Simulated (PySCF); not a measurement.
HOSi, multiplicity 2. Atoms are numbered in the order given.

```xyz
3

O      0.0825     1.0370     0.0000
Si    -0.1280    -0.4937     0.0000
H      1.1329    -1.3850     0.0000
```
Charge 0, spin multiplicity 2.

The structure is a stationary point at PBE-D3(BJ)/def2-TZVPD. The isomer is the one that the SMILES or the coordinates give; other isomers of the formula were not compared.

Level of theory: M06-2X/def2-TZVPD in PySCF.

Mulliken values depend strongly on the basis, most of all with diffuse functions as here. ESP charges are fitted to the potential on shells at 1.4 to 2.0 van der Waals radii. Atomic charges (e):

```
atom  Mulliken  meta-Löwdin     ESP fit  Mulliken spin
----  --------  -----------  ----------  -------------
O1       -0.42        -0.73  (withheld)           0.17
Si2       0.38         0.80  (withheld)           0.60
H3        0.04        -0.07  (withheld)           0.22
```

Task: Fill in the missing entries. (An estimate is asked for; the answer gives what the named calculation found.)

Result: 
- O1, ESP fit: -0.52
- Si2, ESP fit: 0.52
- H3, ESP fit: 0.00
